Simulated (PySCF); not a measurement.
Cd(OH)2 (CdH2O2), SMILES [OH][Cd][OH].

Coordinates come from a B3LYP-D3(BJ)/def2-TZVP optimisation. The geometry has at least one imaginary mode, so it is a saddle point at that level. The def2 effective core potentials stand for the cores of Cd; spin–orbit coupling is left out. The values are those of a single conformer.

All values below come from PySCF 2.14.0 with IEF-PCM-B3LYP/def2-SVP.

The values are the electrostatic part of the solvation free energy, E(continuum) − E(gas) at the gas-phase geometry, in a cavity of scaled van der Waals radii (PySCF's table); cavitation and dispersion terms are not included. A continuum can't describe solvent molecules that bind to the metal. In vacuum the orbital gap is 5.53 eV. The dipole moment in vacuum is 2.73 D.

```csv
solvent,ε,ΔG(elec) (kcal/mol),dipole (D),gap (eV)
water,78.36,-16.4,3.45,5.96
tetrahydrofuran,7.43,?,?,?
ethanol,24.85,-15.7,3.41,5.94
```

Task: Complete the blanks. (Estimate from the structure and the level; the computed values follow.)

Result: 
- tetrahydrofuran, ΔG(elec) (kcal/mol): -13.3
- tetrahydrofuran, dipole (D): 3.30
- tetrahydrofuran, gap (eV): 5.88
